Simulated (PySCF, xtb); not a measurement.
iminoborane (BH2N), SMILES B=N.

GFN2-xTB (xtb) at its own geometry gives an orbital gap of 7.22 eV and a dipole moment of 0.04 D.

Coordinates come from a PBE0-D3(BJ)/def2-TZVPD optimisation.

**Question.** What does PBE/def2-TZVPD in PySCF give? (An estimate is asked for; the answer gives what the named calculation found.)

**Answer.** gap 6.94 eV (levels -7.27 and -0.33 eV), dipole 0.09 D.
